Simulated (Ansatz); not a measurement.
`[SiH3][GeH2][SiH2][GeH2][SiH2][GeH3]` + `[SiH3][GeH3]` → `[SiH3][GeH2][SiH2][SiH2][GeH3]` + `[GeH3][SiH2][GeH3]`  (formal exchange of groups at the Si–Ge bond)

Calculated with Ansatz (gas phase, PBE0-D4/def2-TZVP geometries, no zero-point term in ΔE). CCSD(T)/CBS is the MP2 limit (def2-TZVPP, def2-QZVPP) plus CCSD(T) − MP2 in def2-TZVPP, frozen cores. Functionals use def2-TZVPP. HSE06 is defined as in plane-wave codes. For Ge outer-core shells are correlated without core-valence functions, which leaves a few kJ/mol of doubt a bond. Scalar relativity is left out up to krypton. Each species was taken in one conformer, which may not be the lowest.

`[SiH3][GeH2][SiH2][GeH2][SiH2][GeH3]`:

Cartesian coordinates in Å:
```
Si 1.399 -1.948 -1.322
Ge -0.825 -1.350 -1.924
Si -1.363 0.921 -1.444
Ge -1.936 1.184 0.851
Si -0.225 0.263 2.224
Ge 1.873 1.187 1.587
H 1.592 -1.858 0.149
H 2.363 -1.034 -1.989
H 1.679 -3.343 -1.753
H -1.000 -1.606 -3.435
H -1.820 -2.270 -1.188
H -0.190 1.781 -1.760
H -2.500 1.356 -2.303
H -2.112 2.679 1.181
H -3.277 0.477 1.125
H -0.485 0.550 3.662
H -0.202 -1.213 2.040
H 1.921 2.678 1.963
H 3.047 0.468 2.272
H 2.060 1.077 0.064
```

`[SiH3][GeH3]`:

Cartesian coordinates in Å:
```
Si -0.439 0.961 0.570
Ge 0.431 -0.943 -0.559
H -1.923 0.971 0.484
H 0.086 2.207 -0.049
H -0.041 0.931 2.002
H -0.100 -2.238 0.078
H 1.967 -0.961 -0.484
H 0.019 -0.929 -2.041
```

`[SiH3][GeH2][SiH2][SiH2][GeH3]`:

Z-matrix (Å, degrees):
```
Si
Ge 1 2.379
H 1 1.487 2 109.4
H 1 1.487 2 109.7 3 119.1
H 1 1.487 2 111.2 3 -120.3
Si 2 2.383 1 110.0 3 -61.6
H 2 1.541 1 110.2 3 176.1
H 2 1.541 1 109.2 3 57.9
Si 6 2.336 2 108.3 1 47.7
H 6 1.490 2 109.3 1 -73.0
H 6 1.489 2 110.2 1 167.9
Ge 9 2.380 6 109.6 2 52.1
H 9 1.489 6 111.5 2 173.9
H 9 1.490 6 108.8 2 -66.7
H 12 1.538 9 111.4 6 179.6
H 12 1.538 9 110.3 6 59.1
H 12 1.538 9 110.0 6 -60.2
```

`[GeH3][SiH2][GeH3]`:

Cartesian coordinates in Å:
```
Ge 0.803 -0.368 -1.779
Si -0.779 -0.625 -0.022
Ge -0.247 0.814 1.795
H 0.477 -1.290 -2.966
H 2.215 -0.707 -1.273
H 0.807 1.087 -2.279
H -0.778 -2.038 0.446
H -2.142 -0.303 -0.529
H -0.254 2.280 1.328
H 1.156 0.488 2.335
H -1.258 0.663 2.944
```

| level | ΔE (kJ/mol) | difference from CCSD(T)/CBS |
| --- | --- | --- |
| PBE-D4 | 13.8 | -4.9 |
| revPBE-D4 | 13.3 | -5.4 |
| B97M-V | 7.8 | -10.9 |
| PBE0-D4 | 14.6 | -4.1 |
| r2SCAN0-D4 | 15.6 | -3.1 |
| HSE06-D4 | 14.6 | -4.1 |
| ωB97X-V | 15.3 | -3.4 |
| ωB97M-V | 18.9 | 0.2 |
| PBE | 9.3 | -9.4 |
| revPBE | 5.7 | -13.0 |
| BLYP | 10.4 | -8.3 |
| PBE0 | 10.1 | -8.6 |
| CAM-B3LYP | 12.5 | -6.2 |
| RPA@PBE/def2-TZVPP | 18.3 | -0.4 |
| MP2/def2-QZVPP | 21.5 | 2.8 |
| MP2/CBS(def2) | 22.0 | 3.3 |
| CCSD(T)/CBS | 18.7 | 0 |

Largest T1 diagnostic among the species: 0.013.

The D4 term adds +7.0 kJ/mol with B3LYP and +4.5 kJ/mol with PBE0; it sums over pairs of atoms, weighted by their polarisabilities, and B3LYP, whose exchange is more repulsive, gets the larger term. At CCSD(T), def2-SVP lies −3.6 kJ/mol from the extrapolated value and def2-TZVPP −0.6 kJ/mol. In def2-TZVPP, CCSD(T) changes the Hartree–Fock value by +6.8 kJ/mol (the triples alone add +0.8 kJ/mol) and MP2 by +10.1 kJ/mol.

B3LYP here is the variant with VWN-RPA as its local correlation; programs differ in this.
